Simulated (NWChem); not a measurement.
**Correlation energy of Se (+1)**

SMILES: [Se+]
```xyz
1

Se     0.0000     0.0000     0.0000
```
Charge +1, spin multiplicity 4.

Program: NWChem.

Basis set: def2-SVP. Each correlation energy counts from its own Hartree-Fock reference.

The Hamiltonian is non-relativistic. The correlated methods keep 9 core orbitals frozen. The stability of the SCF solutions was not checked. Open-shell Hartree-Fock references start from PBE0 orbitals. Coupled-cluster values serve here as a point of comparison, not as the truth.

Problem. For the correlation energy, SCS-UMP2 gives -156.4 mHa and CCSDT on ROHF gives -183.4 mHa. What do CCSD(T) on UHF, CCSD on ROHF, CCSD[T] on ROHF give?

Solution. CCSD(T) on UHF: -182.6 mHa; CCSD on ROHF: -180.5 mHa; CCSD[T] on ROHF: -183.7 mHa.
